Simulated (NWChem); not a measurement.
Program: NWChem. System: ClGa, charge 0, spin multiplicity 1, optimised in this run. The structure started from a generated list of species. Level: B3LYP/def2-SVP.

Job file:

```
start mol
memory heap 200 mb stack 900 mb global 1100 mb
geometry units angstroms
  Ga     0.000000     0.000000    -0.768265
  Cl     0.000000     0.000000     1.400953
  symmetry group C2v
end
basis spherical
  * library def2-svp
end
dft
  xc b3lyp
  semidirect memsize 60000000 filesize 0
  iterations 100
end
driver
  maxiter 80
end
task dft optimize
task dft freq
```

Output (cleaned and shortened):

```
             Northwest Computational Chemistry Package (NWChem) 7.3.0
             --------------------------------------------------------

                                NWChem Input Module
                                -------------------

 Scaling coordinates for geometry "geometry" by  1.889725989
 (inverse scale =  0.529177249)

 Turning off AUTOSYM since
 SYMMETRY directive was detected!

          ------
          auto-z
          ------

                             Geometry "geometry" -> ""
                             -------------------------

 Output coordinates in angstroms (scale by  1.889725989 to convert to a.u.)

  No.       Tag          Charge          X              Y              Z
 ---- ---------------- ---------- -------------- -------------- --------------
    1 Ga                  31.0000     0.00000000     0.00000000    -0.76826471
    2 Cl                  17.0000     0.00000000     0.00000000     1.40095329

 Effective nuclear repulsion energy (a.u.)     128.5608040422

            Nuclear Dipole moment (a.u.)
            ----------------------------
        X                 Y               Z
 ---------------- ---------------- ----------------
     0.0000000000     0.0000000000     0.0000000000

      Symmetry information
      --------------------

 Group name             C2v
 Group number             16
 Group order               4
 No. of unique centers     2

      Symmetry unique atoms

     1    2


 Summary of "ao basis" -> "" (spherical)
 ------------------------------------------------------------------------------
       Tag                 Description            Shells   Functions and Types
 ---------------- ------------------------------  ------  ---------------------
 *                          def2-svp                  on all atoms

                           NWChem Geometry Optimization
                           ----------------------------

 maximum gradient threshold         (gmax) =   0.000450
 rms gradient threshold             (grms) =   0.000300
 maximum cartesian step threshold   (xmax) =   0.001800
 rms cartesian step threshold       (xrms) =   0.001200
[...]
 Dependent rotation vector no.                    3
  found in ECKART; assuming linear geometry
 Projected Nuclear Hessian trans-rot subspace norm:4.8148D-35
                         (should be close to zero!)

          --------------------------------------------------------
          MASS-WEIGHTED PROJECTED HESSIAN (Hartree/Bohr/Bohr/Kamu)
          --------------------------------------------------------

               1            2            3            4            5            6
   ----- ----- ----- ----- -----
    1    0.00000D+00
    2   -1.22891D-20  0.00000D+00
    3    0.00000D+00  0.00000D+00  1.73531D+00
    4   -8.62659D-21 -5.26525D-25 -9.33424D-21  0.00000D+00
    5    5.26525D-25  8.62659D-21 -2.35883D-21 -9.46191D-23  0.00000D+00
    6    2.48520D-21  6.43203D-21 -2.43628D+00  1.31521D-20  3.31167D-21  3.42041D+00

 center of mass
 --------------
 x =   0.00000000 y =   0.00000000 z =  -0.09186797

 moments of inertia (a.u.)
 ------------------
         413.186090236157           0.000000000000           0.000000000000
           0.000000000000         413.186090236157           0.000000000000
           0.000000000000           0.000000000000           0.000000000000

 Rotational Constants
 --------------------
 A=   0.000000 cm-1  (  0.000000 K)
 B=   0.145697 cm-1  (  0.209622 K)
 C=   0.145697 cm-1  (  0.209622 K)

 Temperature                      =   298.15K
 frequency scaling parameter      =   1.0000

 Linear Molecule

 Zero-Point correction to Energy  =    0.527 kcal/mol  (  0.000840 au)
 Thermal correction to Energy     =    2.222 kcal/mol  (  0.003540 au)
 Thermal correction to Enthalpy   =    2.814 kcal/mol  (  0.004484 au)

 Total Entropy                    =   57.304 cal/mol-K
   - Translational                =   39.814 cal/mol-K (mol. weight = 103.8946)
   - Rotational                   =   16.407 cal/mol-K (symmetry #  =        1)
   - Vibrational                  =    1.083 cal/mol-K

 Cv (constant volume heat capacity) =    6.501 cal/mol-K
   - Translational                  =    2.979 cal/mol-K
   - Rotational                     =    1.986 cal/mol-K
   - Vibrational                    =    1.535 cal/mol-K


 ----------------------------------------------------------------------------
 Normal Eigenvalue ||    Projected Derivative Dipole Moments (debye/angs)
  Mode   [cm**-1]  ||      [d/dqX]             [d/dqY]           [d/dqZ]
 ------ ---------- || ------------------ ------------------ -----------------
    1        0.000 ||       0.111              -0.000            -0.000
    2        0.000 ||      -0.000               0.111            -0.000
    3        0.000 ||      -0.156              -0.000             0.000
    4        0.000 ||       0.000              -0.156            -0.000
    5        0.000 ||      -0.000              -0.000            -0.000
    6      369.104 ||      -0.000               0.000            -1.350
 ----------------------------------------------------------------------------

 ----------------------------------------------------------------------------
 Normal Eigenvalue ||           Projected Infra Red Intensities
  Mode   [cm**-1]  || [atomic units] [(debye/angs)**2] [(KM/mol)] [arbitrary]
 ------ ---------- || -------------- ----------------- ---------- -----------
    1        0.000 ||    0.000534           0.012         0.520       0.390
    2        0.000 ||    0.000534           0.012         0.520       0.390
    3        0.000 ||    0.001052           0.024         1.026       0.768
    4        0.000 ||    0.001052           0.024         1.026       0.768
    5        0.000 ||    0.000000           0.000         0.000       0.000
    6      369.104 ||    0.079010           1.823        77.023      57.684
 ----------------------------------------------------------------------------

 Task  times  cpu:       22.4s     wall:       22.4s

 Total times  cpu:       29.7s     wall:       29.7s
```
